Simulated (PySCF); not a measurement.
**Radial density of B+ (boron, charge +1)**

UHF, [He] 2s2, closed-shell 1S. Computed with PySCF 2.14 in Sapporo-DZP-2012 (4s3p1d, 18 functions), with the spin-free X2C one-electron Hamiltonian (Gaussian nucleus).

| r (bohr) | 4πr²ρ (e/bohr) |
| --- | --- |
| 0.00615 | 0.03188 |
| 0.0103 | 0.08789 |
| 0.0174 | 0.2335 |
| 0.0293 | 0.5836 |
| 0.0492 | 1.359 |
| 0.0828 | 2.755 |
| 0.139 | 4.501 |
| 0.234 | 5.081 |
| 0.394 | 3.148 |
| 0.662 | 0.9613 |
| 1.11 | 1.043 |
| 1.87 | 1.007 |
| 3.15 | 0.1888 |
| 5.30 | 0.005831 |

Densities and radii are taken from the X2C orbitals without a picture-change correction, which distorts them close to the nucleus.
